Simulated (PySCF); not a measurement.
C6H9O2P.
Bonds: C1–C2 (triple), C2–P3, P3–O4 (double), P3–C5, C5–C6, C6–O7, O7–C8, C8–C9, P3–C9. Hydrogens: H10 on C1; H11, H12 on C5; H13, H14 on C6; H15, H16 on C8; H17, H18 on C9.

The same species was optimised twice, with GFN2-xTB and with PBE0-D3(BJ)/def2-SVP (PySCF), and the same property calculations (PySCF, gas phase) were run on both structures.

```tsv
coordinate	GFN2-xTB	PBE0-D3(BJ)/def2-SVP	change
P3=O4 (Å)	1.465	1.491	+0.026
P3–C5 (Å)	1.834	1.819	-0.015
P3–C9 (Å)	1.833	1.820	-0.013
C1≡C2 (Å)	1.201	1.214	+0.013
C6–O7 (Å)	1.407	1.401	-0.006
O7–C8 (Å)	1.407	1.401	-0.006
C2–P3 (Å)	1.778	1.783	+0.005
C8–C9 (Å)	1.528	1.529	+0.001
C5–C6 (Å)	1.528	1.529	+0.001
P3–C5–C6 (°)	110.4	112.3	+1.9
P3–C9–C8 (°)	110.4	112.2	+1.8
O4–P3–C9 (°)	115.7	116.9	+1.2
C1–C2–P3 (°)	176.5	177.5	+1.0
O4–P3–C5 (°)	115.7	116.7	+1.0
C2–P3–C9 (°)	103.7	102.8	-0.9
C2–P3–C5 (°)	103.7	102.8	-0.9
C5–P3–C9 (°)	101.5	100.9	-0.6
```

Rotational constants: A = 1922, B = 1241, C = 1113 MHz (GFN2-xTB) against A = 1916, B = 1236, C = 1100 MHz (PBE0-D3(BJ)/def2-SVP). Point groups within 0.08 Å: Cs and Cs.

On the GFN2-xTB structure: HOMO (eV) -7.71 [PBE0/pcSseg-1]; LUMO (eV) -0.43 [PBE0/pcSseg-1]; dipole (D) 3.91 [PBE0/pcSseg-1]; GIAO shielding of C1 (ppm) 88.1 [PBE0/pcSseg-1]; GIAO shielding of C2 (ppm) 102.2 [PBE0/pcSseg-1]; GIAO shielding of P3 (ppm) 338.7 [PBE0/pcSseg-1]; GIAO shielding of O4 (ppm) 221.5 [PBE0/pcSseg-1]; GIAO shielding of C5/C9 (mean) (ppm) 148.6 [PBE0/pcSseg-1]; GIAO shielding of C6/C8 (mean) (ppm) 117.4 [PBE0/pcSseg-1]; GIAO shielding of O7 (ppm) 282.6 [PBE0/pcSseg-1].

Q: What do these properties become on the PBE0-D3(BJ)/def2-SVP structure?

A: 
```json
{"property": "HOMO (eV)", "level": "PBE0/pcSseg-1", "on GFN2-xTB": "-7.71", "on PBE0-D3(BJ)/def2-SVP": "-7.72", "change": "-0.01"}
{"property": "LUMO (eV)", "level": "PBE0/pcSseg-1", "on GFN2-xTB": "-0.43", "on PBE0-D3(BJ)/def2-SVP": "-0.47", "change": "-0.04"}
{"property": "dipole (D)", "level": "PBE0/pcSseg-1", "on GFN2-xTB": "3.91", "on PBE0-D3(BJ)/def2-SVP": "4.05", "change": "+0.14"}
{"property": "energy, GFN2-xTB geometry as zero (kcal/mol)", "level": "PBE0/pcSseg-1", "on GFN2-xTB": "0.0", "on PBE0-D3(BJ)/def2-SVP": "-1.0", "change": "-1.0"}
{"property": "GIAO shielding of C1 (ppm)", "level": "PBE0/pcSseg-1", "on GFN2-xTB": "88.1", "on PBE0-D3(BJ)/def2-SVP": "86.6", "change": "-1.5"}
{"property": "GIAO shielding of C2 (ppm)", "level": "PBE0/pcSseg-1", "on GFN2-xTB": "102.2", "on PBE0-D3(BJ)/def2-SVP": "100.9", "change": "-1.3"}
{"property": "GIAO shielding of P3 (ppm)", "level": "PBE0/pcSseg-1", "on GFN2-xTB": "338.7", "on PBE0-D3(BJ)/def2-SVP": "335.4", "change": "-3.3"}
{"property": "GIAO shielding of O4 (ppm)", "level": "PBE0/pcSseg-1", "on GFN2-xTB": "221.5", "on PBE0-D3(BJ)/def2-SVP": "216.6", "change": "-4.9"}
{"property": "GIAO shielding of C5/C9 (mean) (ppm)", "level": "PBE0/pcSseg-1", "on GFN2-xTB": "148.6", "on PBE0-D3(BJ)/def2-SVP": "149.1", "change": "+0.5"}
{"property": "GIAO shielding of C6/C8 (mean) (ppm)", "level": "PBE0/pcSseg-1", "on GFN2-xTB": "117.4", "on PBE0-D3(BJ)/def2-SVP": "117.5", "change": "+0.1"}
{"property": "GIAO shielding of O7 (ppm)", "level": "PBE0/pcSseg-1", "on GFN2-xTB": "282.6", "on PBE0-D3(BJ)/def2-SVP": "286.1", "change": "+3.5"}
```

The heavy atoms differ by 0.021 Å rms after alignment. Among bonds between heavy atoms P3=O4 changes most (+0.026 Å). Changes are differences of the printed values. Neither structure is proved a minimum here.
